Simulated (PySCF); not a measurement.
C₄H₄F₃O (doublet state).
SMILES with atom numbers: `[OH:1][CH:2]/[CH:3]=[CH:4]\[C:5]([F:6])([F:7])[F:8]` (hydrogens: H9 on O1; H10 on C2; H11 on C3; H12 on C4)

Method used: PBE0-D3(BJ)/def2-SVP geometry optimisation, gas phase in PySCF 2.14.0.

**Question.** What internal coordinates does the optimisation give?

**Answer.** 
```csv
bond,length (Å)
O1–C2,1.336
C2–C3,1.382
C3=C4,1.390
C4–C5,1.486
"C5–F6, C5–F7",1.345
C5–F8,1.335
O1–H9,0.966
C2–H10,1.092
C3–H11,1.098
C4–H12,1.090
```

Bonds in one row agree within 0.01 Å and their mean is given. A selection of angles:
```csv
angle,degrees
C2–O1–H9,109.9
O1–C2–C3,124.5
O1–C2–H10,112.5
C3–C2–H10,123.1
C2–C3–C4,127.0
C2–C3–H11,116.8
C4–C3–H11,116.3
C3–C4–C5,123.9
C3–C4–H12,120.5
C5–C4–H12,115.6
C4–C5–F6,112.7
C4–C5–F8,111.0
F6–C5–F7,105.8
F6–C5–F8,107.3
```

Torsions: O1–C2–C3–C4 180° (antiperiplanar); C2–C3–C4–C5 -2° (synperiplanar); C3–C4–C5–F6 53° (synclinal); H9–O1–C2–C3 0° (synperiplanar). The mirror-image conformer, all signs reversed, is as good.

C2 (carbon bonded to C, O and H) is planar (angles 124.5°, 123.1° and 112.5°, sum 360.0°, 0.00 Å off the plane of its three neighbours). Of the pairs four or more bonds apart, F6···H10 is among the closest relative to their van der Waals radii: 2.50 Å, 94 % of the sum of Bondi's values. C3 (carbon bonded to 2 C and H) is planar (angles 127.0°, 116.8° and 116.3°, sum 360.0°, 0.00 Å off the plane of its three neighbours). C4 (carbon bonded to 2 C and H) is planar (angles 123.9°, 120.5° and 115.6°, sum 359.9°, 0.02 Å off the plane of its three neighbours). The C–C distances run from 1.382 Å (C2–C3, drawn single in one of several resonance forms) to 1.486 Å (C4–C5, drawn single), a spread of 0.104 Å.

Point group: near Cs, missed by 0.32 Å at most; the miss may be what the optimiser left on a soft mode. No PBE0-D3(BJ)/def2-SVP frequencies stand behind this structure, so it isn't proved a minimum. ⟨S²⟩ = 0.779 (exact for a doublet: 0.75). Torsions: H–O1–C2–C3 0°, O1–C2–C3–C4 180°.
